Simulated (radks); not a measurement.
Ionisation of neutral hafnium, [Xe] 4f14 5d2 6s2, to [Xe] 4f14 5d1 6s2 as the strength of local exchange is varied. All-electron calculation, Dirac Kohn-Sham, Slater X-alpha exchange (alpha = 2/3 is LDA exchange), no correlation, spin-unpolarised, spherical densities, finite nucleus; open shells fill j = l - 1/2 first; Fermi nuclear charge, rms radius 5.347 fm. Program: a radial shooting solver on a logarithmic mesh with Libxc functionals.

alpha  E(Hf) (hartree)  exchange (hartree)  IE (eV)  -e of the level emptied (eV)  <r> of it (bohr)
0.581      -15041.5976           -254.7058    4.986                 1.400 (5d3/2)             2.652
0.667      -15079.3516           -293.2183    5.786                 2.000 (5d3/2)             2.518
0.942      -15200.7759           -417.7518    8.702                 4.362 (5d3/2)             2.214
0.948      -15203.4370           -420.4923    8.771                 4.420 (5d3/2)             2.208
1.037      -15242.9690           -461.2599    9.830                 5.320 (5d3/2)             2.135

NIST Atomic Spectra Database: 6.825 eV (measured). The Delta-SCF value meets it near alpha = 0.77. Spin polarisation and multiplet splitting are left out, so open shells lie too high by an amount that depends on their filling.

Beside tabulated values, note that spin-unpolarised runs miss the spin-polarisation part of the exchange energy of open shells.
